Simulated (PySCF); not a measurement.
# Telling settings apart by their effects on PBE/def2-SVPD results

Settings: PySCF, density fitting, no solvent, no relativity; the PBE0-D3(BJ)/def2-SVP geometry of a molecule is the same in every run. Starting from PBE/def2-SVPD, one thing was changed at a time: the functional to HF, the functional to PBE0, the functional to LDA, the functional to CAM-B3LYP.

Changes against PBE/def2-SVPD in 4 molecules:

```
          molecule  changed to  lowest triplet excitation energy (Tamm–Dancoff) (eV)  HOMO energy (eV)  lowest singlet excitation energy (eV)  mean static polarisability (au)
CC(=O)[SiH2][SiH3]          HF                                                 +0.55             -4.79                                  +0.60                            -12.9
CC(=O)[SiH2][SiH3]        PBE0                                                 +0.10             -1.39                                  +0.15                             -4.7
CC(=O)[SiH2][SiH3]         LDA                                                 +0.05             -0.13                                  -0.04                             +2.2
CC(=O)[SiH2][SiH3]   CAM-B3LYP                                                 +0.19             -2.77                                  +0.19                             -6.2
          C/C=C\CC          HF                                                 -0.66             -3.51                                  +1.28                             -4.8
          C/C=C\CC        PBE0                                                 -0.11             -1.10                                  +0.61                             -2.2
          C/C=C\CC         LDA                                                 +0.24             -0.14                                  +0.05                             +1.0
          C/C=C\CC   CAM-B3LYP                                                 -0.07             -2.43                                  +0.78                             -2.5
          C/C=C/CC          HF                                                 -0.66             -3.51                                  +1.23                             -5.2
          C/C=C/CC        PBE0                                                 -0.10             -1.10                                  +0.61                             -2.3
          C/C=C/CC         LDA                                                 +0.23             -0.14                                  +0.07                             +1.0
          C/C=C/CC   CAM-B3LYP                                                 -0.07             -2.42                                  +0.78                             -2.7
      C[C@H](N)CCN          HF                                                 +1.79             -5.19                                  +2.20                             -8.6
      C[C@H](N)CCN        PBE0                                                 +0.68             -1.48                                  +0.89                             -3.4
      C[C@H](N)CCN         LDA                                                 +0.02             -0.10                                  -0.02                             +1.2
      C[C@H](N)CCN   CAM-B3LYP                                                 +0.72             -2.95                                  +0.93                             -4.1
```

For `C1CCCC1` the PBE/def2-SVPD run gave lowest triplet excitation energy (Tamm–Dancoff) 7.22 eV, HOMO energy -7.28 eV, lowest singlet excitation energy 7.36 eV, mean static polarisability 60.6 au. The changed runs lost their labels:

```json
{"run": "A", "lowest triplet excitation energy (Tamm–Dancoff) (eV)": "9.07", "HOMO energy (eV)": "-12.16", "lowest singlet excitation energy (eV)": "9.69", "mean static polarisability (au)": "55.6"}
{"run": "B", "lowest triplet excitation energy (Tamm–Dancoff) (eV)": "8.16", "HOMO energy (eV)": "-10.12", "lowest singlet excitation energy (eV)": "8.43", "mean static polarisability (au)": "58.2"}
{"run": "C", "lowest triplet excitation energy (Tamm–Dancoff) (eV)": "7.97", "HOMO energy (eV)": "-8.68", "lowest singlet excitation energy (eV)": "8.21", "mean static polarisability (au)": "58.6"}
{"run": "D", "lowest triplet excitation energy (Tamm–Dancoff) (eV)": "7.14", "HOMO energy (eV)": "-7.26", "lowest singlet excitation energy (eV)": "7.25", "mean static polarisability (au)": "61.5"}
```

Question: Which run belongs to which change?

Answer: A: HF; B: CAM-B3LYP; C: PBE0; D: LDA.

| run | change of lowest triplet excitation energy (Tamm–Dancoff) (eV), here / mean of the others | change of HOMO energy (eV), here / mean of the others | change of lowest singlet excitation energy (eV), here / mean of the others | change of mean static polarisability (au), here / mean of the others | next best match |
| --- | --- | --- | --- | --- | --- |
| A | +1.85 / +0.26 | -4.88 / -4.25 | +2.33 / +1.33 | -5.0 / -7.9 | CAM-B3LYP |
| B | +0.94 / +0.19 | -2.84 / -2.64 | +1.07 / +0.67 | -2.4 / -3.9 | PBE0 |
| C | +0.75 / +0.14 | -1.40 / -1.27 | +0.85 / +0.56 | -2.0 / -3.2 | CAM-B3LYP |
| D | -0.08 / +0.14 | +0.02 / -0.13 | -0.11 / +0.01 | +0.9 / +1.3 | PBE0 |

Each run is given to the change whose mean effect on the other molecules lies nearest, every quantity measured in units of its scatter between molecules.

Question: Would one quantity have been enough? Give each run to the change with the nearest mean effect on that quantity alone.

Answer: HOMO energy: 4 of 4 runs rightly; lowest triplet excitation energy (Tamm–Dancoff): 2 of 4 runs rightly; lowest singlet excitation energy: 2 of 4 runs rightly; mean static polarisability: 2 of 4 runs rightly.

Only sets that this rule tells apart clearly are shown.
